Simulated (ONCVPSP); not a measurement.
## Pseudopotential generation for P (Z = 15): ONCV, PBE, scalar-relativistic.

The input file (ONCVPSP 4.0.1):

```
# ATOM AND REFERENCE CONFIGURATION
# atsym  z   nc   nv     iexc    psfile
  P 15.00    3    2        4      upf
#
#   n    l    f
    1    0    2.00
    2    0    2.00
    2    1    6.00
    3    0    2.00
    3    1    2.75
#
# PSEUDOPOTENTIAL AND OPTIMIZATION
# lmax
    2
#
#   l,   rc,      ep,       ncon, nbas, qcut
    0    1.30    0.00    4    8    4.60
    1    1.50    0.00    4    8    5.80
    2    1.25    0.35    4    8    8.00
#
# LOCAL POTENTIAL
# lloc, lpopt,  rc(5),   dvloc0
    4    5    1.20    0.00
#
# VANDERBILT-KLEINMAN-BYLANDER PROJECTORs
# l, nproj, debl
    0    1    2.60
    1    2    2.30
    2    2    0.30
#
# MODEL CORE CHARGE
# icmod, fcfact, rcfact
    3    4.25    1.60
#
# LOG DERIVATIVE ANALYSIS
# epsh1, epsh2, depsh
   -2.00    5.00    0.02
#
# OUTPUT GRID
# rlmax, drl
    6.00    0.01
#
# TEST CONFIGURATIONS
# ncnf
    4
# nvcnf
#   n    l    f
    2
    3    0    2.00
    3    1    3.00
#
    2
    3    0    2.00
    3    1    2.00
#
    2
    3    0    2.00
    3    1    1.00
#
    2
    3    0    2.00
    3    1    2.50
#
```

Command:

```bash
oncvpsp.x < P.dat > P.out
```

The program printed (shortened: citation, most of the input echo, consistency checks and plot data are left out):

```
ONCVPSP  (Optimized Norm-Conservinng Vanderbilt PSeudopotential)
scalar-relativistic version 4.0.1

#   n    l    f        energy (Ha)
    1    0    2.00    -7.6682043E+01
    2    0    2.00    -6.4829828E+00
    2    1    6.00    -4.6640933E+00
    3    0    2.00    -5.9329146E-01
    3    1    2.75    -2.7680361E-01

Reference configufation results
  iterations    23
  all-electron total energy (Ha)   -3.41842336D+02

Begin loop to  construct optimized pseudo wave functions
and semi-local pseudopoentials for all angular momenta

Calculating optimized projector #   1

 for l=   0

    Fraction of norm inside rc  0.206202
    Optimizing pswf for qcut=   4.58 a_B^-1,  ecut=  10.51 Ha
    Residual kinetic energy error=  7.57D-04 Ha

    Energy error per electron        Cutoff
         Ha          eV             Ha
         0.01000     0.27211        6.76
         0.00100     0.02721       10.01
         0.00010     0.00272       78.68
         0.00001     0.00027      106.79

   Wellstate for l =  1  n =  5
     eigenvalue =   2.0232
     asymptotic potential =   2.5232
     half-point radius =  3.8165

Calculating optimized projector #   1

 for l=   1

    Fraction of norm inside rc  0.204073
    Optimizing pswf for qcut=   5.80 a_B^-1,  ecut=  16.85 Ha
    Residual kinetic energy error=  1.89D-05 Ha

    Energy error per electron        Cutoff
         Ha          eV             Ha
         0.01000     0.27211        3.02
         0.00100     0.02721        4.71
         0.00010     0.00272       11.36
         0.00001     0.00027       51.64

Calculating optimized projector #   2

 for l=   1

    Fraction of norm inside rc  0.107118
    Optimizing pswf for qcut=   5.80 a_B^-1,  ecut=  16.85 Ha
    Residual kinetic energy error=  2.30D-03 Ha

    Energy error per electron        Cutoff
         Ha          eV             Ha
         0.01000     0.27211        5.28
         0.00100     0.02721       42.23
         0.00010     0.00272      113.69
         0.00001     0.00027      130.77

   Wellstate for l =  2  n =  3
     eigenvalue =   0.3500
     asymptotic potential =   0.8500
     half-point radius =  3.0447

   Wellstate for l =  2  n =  4
     eigenvalue =   0.6500
     asymptotic potential =   1.1500
     half-point radius =  5.4176

Calculating optimized projector #   1

 for l=   2

    Fraction of norm inside rc  0.124312
    Optimizing pswf for qcut=   7.99 a_B^-1,  ecut=  31.92 Ha
    Residual kinetic energy error=  2.41D-04 Ha

    Energy error per electron        Cutoff
         Ha          eV             Ha
         0.01000     0.27211       17.16
         0.00100     0.02721       26.58
         0.00010     0.00272       49.48
         0.00001     0.00027      139.35

Calculating optimized projector #   2

 for l=   2

    Fraction of norm inside rc  0.075969
    Optimizing pswf for qcut=   7.99 a_B^-1,  ecut=  31.92 Ha
    Residual kinetic energy error=  1.62D-04 Ha

    Energy error per electron        Cutoff
         Ha          eV             Ha
         0.01000     0.27211       15.67
         0.00100     0.02721       25.62
         0.00010     0.00272       33.96
         0.00001     0.00027      114.20

Construct Vanderbilt / Kleinmman-Bylander projectors

B matrix Hermiticity error, ll=   1
   1   2   -9.0594E-05

  Orthonormal projector coefficients  5.9288E+00  1.5959E+00

B matrix Hermiticity error, ll=   2
   1   2    5.0405E-06

  Orthonormal projector coefficients -4.9463E+01 -1.9391E+00

Model core correction analysis
  based on d2Exc/dn_idn_j

d2excae - all-electron derivatives

   -3.712111D-02   -3.014658D-02
   -3.014722D-02   -2.855672D-02

d2excps - pseudofunction derivatives with no core correction

   -3.953099D-02   -3.162784D-02
   -3.162994D-02   -2.934738D-02

rms 2nd derivative error    1.645086E-03

rmatch, rhocmatch    1.0471    1.1516

Teter function model core charge with specified parameters

d2excps - pseudofunction derivatives with core correction

   -3.356140D-02   -2.819219D-02
   -2.819279D-02   -2.745843D-02

rms 2nd derivative error    2.319335E-03

Pseudoatom total energy   -6.414562

Diagnostic tests using Vanderbilt-Kleinman-Bylander pseudopotentials
  1 or more projectors used as specified by nproj input data

   l    rcore       rmatch      e in        delta e   norm test  slope test

   0   1.3064977   1.3461658  -0.5932915  -0.0000003   1.0000041   0.9999918

   1   1.5082044   1.5539967  -0.2768036   0.0000022   1.0000261   1.0000158
   1   1.5082044   1.5539967   2.0231964   0.0000064   1.0001836   1.0001836

   2   1.2529184   1.2909597   0.3500000   0.0000234   1.0000784   1.0000784
   2   1.2529184   1.2909597   0.6500000   0.0000260   1.0000881   1.0000881

 Testing for bound ghosts
   n   l    E NL Schr. Eq   E Basis Diag.   E Cutoff

   1   0       -0.593292       -0.566396    108.79

   2   1       -0.276801       -0.246416    132.02

 Testing for highly-localized positive-energy ghosts
       l    <radius>/rc     E Basis Diag.   E Cutoff

       0        0.813620        1.596892    108.79  WARNING - GHOST(+)

       2        0.604919      102.300571    217.91  WARNING - GHOST(+)

Test configuration 0

   n   l     f        eae           eps        diff
   1   0  2.0000  -76.68204307
   2   0  2.0000   -6.48298281
   2   1  6.0000   -4.66409331
   3   0  2.0000   -0.59329146   -0.59329177   -3.04D-07
   3   1  2.7500   -0.27680361   -0.27680143    2.18D-06

    Total energies and differences
      AE_ref= -3.41842336D+02  AE_tst= -3.41842336D+02  dif=  0.00D+00
      PS_ref= -6.41456226D+00  PS_tst= -6.41456226D+00  dif= -7.11D-15
      PSP excitation error=  7.11D-15

Test configuration 1

   n   l     f        eae           eps        diff
   1   0  2.0000  -76.59189075
   2   0  2.0000   -6.39406272
   2   1  6.0000   -4.57504848
   3   0  2.0000   -0.51336413   -0.51340063   -3.65D-05
   3   1  3.0000   -0.20237180   -0.20240592   -3.41D-05

    Total energies and differences
      AE_ref= -3.41842336D+02  AE_tst= -3.41902143D+02  dif= -5.98D-02
      PS_ref= -6.41456226D+00  PS_tst= -6.47437692D+00  dif= -5.98D-02
      PSP excitation error=  8.14D-06

Test configuration 2

   n   l     f        eae           eps        diff
   1   0  2.0000  -76.99054902
   2   0  2.0000   -6.78485345
   2   1  6.0000   -4.96658816
   3   0  2.0000   -0.85579034   -0.85563091    1.59D-04
   3   1  2.0000   -0.52239719   -0.52217949    2.18D-04

    Total energies and differences
      AE_ref= -3.41842336D+02  AE_tst= -3.41544589D+02  dif=  2.98D-01
      PS_ref= -6.41456226D+00  PS_tst= -6.11687124D+00  dif=  2.98D-01
      PSP excitation error=  5.62D-05

Test configuration 3

   n   l     f        eae           eps        diff
   1   0  2.0000  -77.48150135
   2   0  2.0000   -7.25895834
   2   1  6.0000   -5.44219278
   3   0  2.0000   -1.24787342   -1.24767213    2.01D-04
   3   1  1.0000   -0.89209700   -0.89153735    5.60D-04

    Total energies and differences
      AE_ref= -3.41842336D+02  AE_tst= -3.40840950D+02  dif=  1.00D+00
      PS_ref= -6.41456226D+00  PS_tst= -5.41359838D+00  dif=  1.00D+00
      PSP excitation error=  4.23D-04

Test configuration 4

   n   l     f        eae           eps        diff
   1   0  2.0000  -76.77876559
   2   0  2.0000   -6.57800579
   2   1  6.0000   -4.75928111
   3   0  2.0000   -0.67726367   -0.67721640    4.73D-05
   3   1  2.5000   -0.35518017   -0.35512273    5.74D-05

    Total energies and differences
      AE_ref= -3.41842336D+02  AE_tst= -3.41763421D+02  dif=  7.89D-02
      PS_ref= -6.41456226D+00  PS_tst= -6.33564939D+00  dif=  7.89D-02
      PSP excitation error=  2.33D-06
```

The run took about 2.2 s on one core of a shared server CPU.
